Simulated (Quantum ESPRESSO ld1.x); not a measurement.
The numbers below are computed, except where a source is named.
Task: Radial electron density D(r) = 4 pi r^2 rho(r) of an atom or ion with 11 electrons. Level of theory: Dirac Kohn-Sham, relativistic LDA (MacDonald-Vosko exchange, VWN5 correlation), spin-unpolarised, spherical densities, point nucleus (ld1.x of Quantum ESPRESSO 7.5).

```
   r/bohr * D(r) (the largest magnitude, 85.1, reaches the edge; | marks zero)
 0.003162 |          *
 0.003537 |            *
 0.003988 |              *
 0.004497 |                 *
 0.005029 |                    *
 0.005671 |                       *
 0.006394 |                          *
 0.007151 |                              *
 0.008063 |                                 *
 0.009091 |                                     *
  0.01017 |                                        *
  0.01147 |                                           *
  0.01293 |                                              *
  0.01446 |                                               *
   0.0163 |                                                *
  0.01838 |                                                *
  0.02056 |                                               *
  0.02318 |                                             *
  0.02614 |                                           *
  0.02923 |                                         *
  0.03296 |                                       *
  0.03716 |                                       *
   0.0419 |                                        *
  0.04687 |                                          *
  0.05284 |                                              *
  0.05958 |                                                  *
  0.06664 |                                                     *
  0.07514 |                                                      *
  0.08472 |                                                    *
  0.09476 |                                                *
   0.1068 |                                        *
   0.1205 |                               *
   0.1347 |                       *
   0.1519 |               *
   0.1713 |         *
   0.1916 |      *
    0.216 |    *
   0.2435 |   *
   0.2724 |  *
   0.3071 | *
   0.3463 |*
   0.3873 |*
   0.4367 *
   0.4924 *
   0.5552 *
    0.621 *
   0.7002 *
   0.7894 *
```

What is the nuclear charge?

Result: Z = 58. The innermost maximum, from 1s, lies near gamma/Z bohr with gamma = sqrt(1 - (Z/c)^2) = 0.906, here 0.0156 bohr (found: 0.0168), and its height grows with Z. The density is that of the cerium ion Ce47+ in [Ne] 3s1; the configuration itself is not fixed sharply by these data, and Z only to a few units. D(r) has 2 maxima, at r = 0.0168, 0.0745 bohr, and minima at 0.0360 bohr, inside which lie 2.10 electrons.
